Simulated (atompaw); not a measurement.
**PBE PAW (atompaw) dataset for Cd, scalar-relativistic all-electron reference.**

* Element: Cd (Z = 48)
* Generator: atompaw 4.2.0.5
* Type: PAW
* Functional: PBE
* Relativity: scalar-relativistic
* Frozen core: [Ar] 3d10
* Valence charge: 20
* Reference configuration: 4s2 4p6 4d10 5s2 5p0
* Partial waves: 4s (bound): rc 0.95 bohr; 5s (bound): rc 2.00 bohr; 4p (bound): rc 1.55 bohr; 5p (bound, empty): rc 1.50 bohr; 4d (bound): rc 2.00 bohr; 4d channel at -0.1 Ry: rc 2.00 bohr
* Local potential: troulliermartins scheme with l = 3 at 0 Ry, radius 1.35 bohr
* Core correction: smooth core density matched at 1.30 bohr
* Augmentation charge: sinc compensation charge, radius 1.55 bohr; PAW radius 2.00 bohr; waves and projectors: custom polynom2 7 10 vanderbiltortho

All-electron outer shells of the reference configuration (PBE, scalar-relativistic, ld1.x):

```csv
shell,level (eV),outermost node (bohr),outermost maximum (bohr)
3p,-601.27,0.14,0.32
3d,-393.64,–,0.27
4s,-105.92,0.43,0.79
4p,-66.97,0.43,0.84
4d,-11.73,0.42,0.98
5s,-5.66,1.07,2.35
5p,-1.18,1.20,3.33
```

(1) Estimate the cutoffs (Ry, on a coarse ladder) from which the occupation-weighted sum of valence levels, in a spherical-Bessel basis at the reference potential, stays within 10 and 1 mRy of its value at 400 Ry.

(2) What does a ghost test show?

(3) Is the overlap operator S = 1 + Σ q|β⟩⟨β| positive definite (Bessel basis up to 400 Ry)?

Answers

(1) 230 Ry and over 300 Ry.

(2) No extra level below or beside the all-electron valence levels (s, p, d, f tested).

(3) Yes: its lowest eigenvalue is 0.46 (s channel).
